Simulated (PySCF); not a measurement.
A small calculation by hand: entropy of an ideal gas

SiF2Cl, SMILES F[Si](F)Cl, multiplicity 2.

Geometry optimised at B3LYP-D3(BJ)/def2-SVP.

B3LYP-D3(BJ)/def2-SVP run with PySCF gives the harmonic wavenumbers 205, 253, 339, 545, 865, 941 cm⁻¹ and the rotational temperatures 0.3404, 0.1624, 0.1179 K. The molar mass is 101.53 g/mol, the symmetry number 1, the spin multiplicity 2.

Work out the entropy at 298.15 K and 1 atm in the rigid-rotor, harmonic-oscillator model.


Translation (Sackur–Tetrode at 1 atm): S = R[1.5 ln M + 2.5 ln T − 1.16487] = 166.4 J/(mol K).
Rotation: q = (√π/σ) T^1.5/√(θA θB θC) = 113000, S = R[ln q + 3/2] = 109.2 J/(mol K).
Vibration: with u = 1.4388 ν/T, each mode gives R[u/(e^u − 1) − ln(1 − e^−u)]:
| ν (cm⁻¹) | modes | u | S (J/(mol K)) |
|---|---|---|---|
| 205 | 1 | 0.99 | 8.74 |
| 253 | 1 | 1.22 | 7.15 |
| 339 | 1 | 1.64 | 5.09 |
| 545 | 1 | 2.63 | 2.32 |
| 865 | 1 | 4.17 | 0.67 |
| 941 | 1 | 4.54 | 0.50 |
These are all the modes. Sum 24.5 J/(mol K).
Spin: R ln 2 = 5.8 J/(mol K).
Total 305.8 J/(mol K); the program's own thermochemistry gives 305.8. Translation makes up 54 % and vibration 8 %. Anharmonicity, hindered rotation and orbital degeneracy are left out.
